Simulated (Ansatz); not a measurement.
The same group exchange along the group O, S, Se.

Gas-phase electronic energies from Ansatz, PBE0-D4/def2-TZVP geometries. CBS: MP2 limit from def2 TZ/QZ plus the TZ coupled-cluster correction, frozen cores. This one scheme is used for every species. Functionals use def2-TZVPP. For Se outer-core shells are correlated without core-valence functions, which leaves a few kJ/mol of doubt a bond. Scalar relativity is left out up to krypton.

| reaction | CCSD(T)/CBS(def2) (kcal/mol) |
| --- | --- |
| dimethyl ether + `C#N` → `COC#N` + CH₄ | -3.2 |
| `CSC` + `C#N` → `CSC#N` + CH₄ | -6.1 |
| dimethyl selenide + `C#N` → `C[Se]C#N` + CH₄ | ? |

Fill in the missing values. (An estimate is asked.)

Computed: dimethyl selenide + `C#N` → `C[Se]C#N` + CH₄: -5.6 kcal/mol.

Largest T1 diagnostic: 0.014, for `C#N`.
